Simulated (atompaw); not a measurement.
## Building the PAW (atompaw) potential for gold (Au) (LDA (PW92), scalar-relativistic).

* Element: gold (Au)
* Generator: atompaw 4.2.0.5
* Type: PAW
* Functional: LDA (PW92)
* Relativity: scalar-relativistic
* Frozen core: [Kr] 4d10 4f14
* Valence charge: 19
* Reference configuration: 5s2 5p6 5d10 6s1 6p0
* Partial waves: 5s (bound): rc 1.20 bohr; 6s (bound): rc 0.40 bohr; 5p (bound): rc 1.35 bohr; 6p (bound, empty): rc 1.55 bohr; 5d (bound): rc 2.55 bohr; 5d channel at 0.4 Ry: rc 2.55 bohr
* Local potential: vpsmatchnc scheme with l = 3 at -0.5 Ry, radius 2.20 bohr
* Core correction: smooth core density matched at 2.00 bohr
* Augmentation charge: besselshape compensation charge, radius 1.95 bohr; PAW radius 2.55 bohr; waves and projectors: custom rrkj vanderbiltortho

All-electron outer shells of the reference configuration (LDA (PW92), scalar-relativistic, ld1.x):

| shell | level (eV) | outermost node (bohr) | outermost maximum (bohr) |
| --- | --- | --- | --- |
| 4d | -325.87 | 0.20 | 0.41 |
| 5s | -108.78 | 0.48 | 0.84 |
| 4f | -81.58 | – | 0.37 |
| 5p | -60.06 | 0.52 | 0.96 |
| 5d | -7.12 | 0.56 | 1.21 |
| 6s | -6.08 | 1.11 | 2.32 |
| 6p | -0.88 | 1.32 | 3.51 |

(1) Is a potential produced?

Answers

(1) No. atompaw 4.2.0.5 stopped with "atompaw: The overlap operator has at least one negative eigenvalue!": the overlap operator built from these waves and projectors is not positive definite.
